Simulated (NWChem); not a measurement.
System: n-butyl acetate (C₆H₁₂O₂); SMILES C(COC(C)=O)CC

```xyz
20

C      0.3039     3.9495     0.0041
C     -0.4994     2.6582     0.0011
C      0.3725     1.4093     0.0051
C     -0.4372     0.1333    -0.0014
O      0.4638    -0.9697    -0.0004
C     -0.0889    -2.1905     0.0005
C      0.9633    -3.2617     0.0019
O     -1.2772    -2.3758     0.0005
H      0.9590     4.0154    -0.8793
H     -0.3517     4.8333    -0.0018
H      0.9473     4.0186     0.8958
H     -1.1698     2.6383     0.8786
H     -1.1629     2.6378    -0.8816
H      1.0295     1.4101     0.8918
H      1.0407     1.4120    -0.8732
H     -1.0979     0.0647     0.8792
H     -1.0901     0.0693    -0.8882
H      1.6069    -3.1539     0.8871
H      1.6086    -3.1541    -0.8821
H      0.4849    -4.2471     0.0012
```
Atoms are numbered in this order, from 1.

Results from NWChem. Pople sets run with spherical d functions. The geometry was optimised at PBE0/def2-SVP. Not confirmed as a minimum by frequencies. GIAO values for the isolated, static molecule; σ is the absolute isotropic shielding, δ = σ(reference) − σ with the isolated reference molecule computed at the same levels (13C: tetramethylsilane, 1H: tetramethylsilane, 17O: water).

```
level                δ O5 (ppm)  δ C6 (ppm)  δ C7 (ppm)  δ O8 (ppm)  δ H9 (rotor mean) (ppm)  δ H14 (ppm)  δ H18 (rotor mean) (ppm)
-------------------  ----------  ----------  ----------  ----------  -----------------------  -----------  ------------------------
Hartree-Fock/6-31G*       137.4       165.3        20.9       393.7                     1.11         1.56                      1.90
BHandHLYP/pcSseg-1   (withheld)  (withheld)  (withheld)  (withheld)                     1.09         1.44                      1.99
PBE0/pcSseg-1             214.9       173.7        21.8       457.6                     1.07         1.46                      1.97
PBE/pcSseg-1              231.7       169.7        21.2       455.3                     1.08         1.51                      1.95
```

**Question.** Some entries are withheld; supply them.

**Answer.** 
- BHandHLYP/pcSseg-1, δ O5 (ppm): 201.9
- BHandHLYP/pcSseg-1, δ C6 (ppm): 177.9
- BHandHLYP/pcSseg-1, δ C7 (ppm): 22.2
- BHandHLYP/pcSseg-1, δ O8 (ppm): 461.1
